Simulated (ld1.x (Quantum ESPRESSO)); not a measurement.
**Transferability test, TM potential for V (Z = 23)**

```
Element                 : V (Z = 23)
Generator               : ld1.x (Quantum ESPRESSO) 7.5
Type                    : norm-conserving Troullier–Martins (Kleinman–Bylander form)
Functional              : LDA (PZ)
Relativity              : scalar-relativistic
Frozen core             : [Ar]
Valence charge          : 5
Reference configuration : 3d3 4s1.75 4p0.25
Partial waves           : 4p (bound): rc 2.55 bohr; 3d (bound): rc 2.30 bohr; 4s (bound): rc 2.60 bohr
Local potential         : the s channel
Core correction         : Bessel-smoothed model core inside 1.65 bohr
```

Energies are relative to the spin-unpolarised reference configuration 3d3 4s1.75 4p0.25; without spin polarisation the order of configurations can differ from experiment. Spin-polarised rows fill each open shell by Hund’s rule, majority spin first. The frozen-core shift is the all-electron ΔE with the core orbitals held at their reference shape minus the fully relaxed ΔE.

Problem. Give the all-electron excitation energy and the error of the potential for: 3d3 4s2 4p0; 3d3 4s1 4p0; 3d3 4s0 4p0; 3d1 4s0 4p0; 3d3.5 4s1.5 4p0; 3d4 4s1 4p0; 3d4 4s0 4p0; 3d3 4s1.75 4p0.25 (spin-polarised); 3d3 4s2 4p0 (spin-polarised).

Solution.

```json
{"valence configuration": "3d3 4s2 4p0", "charge": "0", "ΔE all-electron (eV)": "-0.835", "error AE − PS (meV)": "0.0", "frozen-core shift (meV)": "0.0"}
{"valence configuration": "3d3 4s1 4p0", "charge": "+1", "ΔE all-electron (eV)": "7.106", "error AE − PS (meV)": "-2.7", "frozen-core shift (meV)": "+1.4"}
{"valence configuration": "3d3 4s0 4p0", "charge": "+2", "ΔE all-electron (eV)": "21.651", "error AE − PS (meV)": "-29", "frozen-core shift (meV)": "+11"}
{"valence configuration": "3d1 4s0 4p0", "charge": "+4", "ΔE all-electron (eV)": "96.942", "error AE − PS (meV)": "-817", "frozen-core shift (meV)": "+2748"}
{"valence configuration": "3d3.5 4s1.5 4p0", "charge": "0", "ΔE all-electron (eV)": "-0.808", "error AE − PS (meV)": "-40", "frozen-core shift (meV)": "+28"}
{"valence configuration": "3d4 4s1 4p0", "charge": "0", "ΔE all-electron (eV)": "-0.294", "error AE − PS (meV)": "-136", "frozen-core shift (meV)": "+83"}
{"valence configuration": "3d4 4s0 4p0", "charge": "+1", "ΔE all-electron (eV)": "6.543", "error AE − PS (meV)": "-191", "frozen-core shift (meV)": "+127"}
{"valence configuration": "3d3 4s1.75 4p0.25 (spin-polarised)", "charge": "0", "ΔE all-electron (eV)": "-1.789", "error AE − PS (meV)": "+248", "frozen-core shift (meV)": "+4.9"}
{"valence configuration": "3d3 4s2 4p0 (spin-polarised)", "charge": "0", "ΔE all-electron (eV)": "-2.464", "error AE − PS (meV)": "+244", "frozen-core shift (meV)": "+6.1"}
```

Levels in the configuration 3d3 4s1.75 4p0.25 (spin-polarised):

| level | all-electron (eV) | pseudo (eV) |
| --- | --- | --- |
| 3d up | -6.491 | -6.590 |
| 4s up | -5.421 | -5.423 |
| 4p up | -1.912 | -1.911 |
| 4s down | -4.496 | -4.477 |
